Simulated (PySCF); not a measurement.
Job for PySCF: D3(BJ) and D4 dispersion corrections on C3H5I (a complex).

```python
from pyscf import gto
from pyscf.dispersion import dftd3, dftd4

mol = gto.M(
    atom='''
    C    -0.36684336   -0.09415075    0.76662074
    C    -0.26250146   -1.05475692    0.05944209
    H    -0.44791120    0.75045712    1.40921915
    H    -0.17604532   -1.90233454   -0.57582001
    C     1.57313081   -0.84335101    3.77882438
    I     0.86105970    1.12350394    4.30884203
    H     1.21202640   -1.52884790    4.53659620
    H     1.16847929   -1.07623622    2.80040813
    H     2.65586688   -0.79832241    3.76548303
    ''',
    basis='def2-svp',
    charge=0, spin=0, verbose=0, max_memory=1800)
d3, d4 = {}, {}
for xc in ['hf', 'pbe', 'blyp', 'revpbe', 'tpss', 'r2scan', 'b3lyp', 'pbe0', 'bhlyp', 'camb3lyp', 'b2plyp']:
    d3[xc] = float(dftd3.DFTD3Dispersion(mol, xc=xc, version='d3bj', atm=False).get_dispersion()['energy'])
    print(f'D3(BJ) {xc:10s} {d3[xc]:14.8f} Eh')
for xc in ['hf', 'pbe', 'blyp', 'revpbe', 'tpss', 'r2scan', 'b3lyp', 'pbe0', 'bhlyp', 'camb3lyp', 'b2plyp']:
    d4[xc] = float(dftd4.DFTD4Dispersion(mol, xc={'camb3lyp': 'cam-b3lyp'}.get(xc, xc), atm=True).get_dispersion()['energy'])
    print(f'D4     {xc:10s} {d4[xc]:14.8f} Eh')
```

The log:

```
D3(BJ) hf            -0.04299183 Eh
D3(BJ) pbe           -0.00596351 Eh
D3(BJ) blyp          -0.01285169 Eh
D3(BJ) revpbe        -0.01459333 Eh
D3(BJ) tpss          -0.00770122 Eh
D3(BJ) r2scan        -0.00181846 Eh
D3(BJ) b3lyp         -0.01055454 Eh
D3(BJ) pbe0          -0.00536167 Eh
D3(BJ) bhlyp         -0.00838762 Eh
D3(BJ) camb3lyp      -0.00514269 Eh
D3(BJ) b2plyp        -0.00506896 Eh
D4     hf            -0.01745245 Eh
D4     pbe           -0.00528831 Eh
D4     blyp          -0.01133595 Eh
D4     revpbe        -0.01528960 Eh
D4     tpss          -0.00713067 Eh
D4     r2scan        -0.00141878 Eh
D4     b3lyp         -0.00846814 Eh
D4     pbe0          -0.00457514 Eh
D4     bhlyp         -0.00661518 Eh
D4     camb3lyp      -0.00471488 Eh
D4     b2plyp        -0.00375850 Eh
```

The run finished.

Cost: about 0.05 core-seconds (a rough figure).
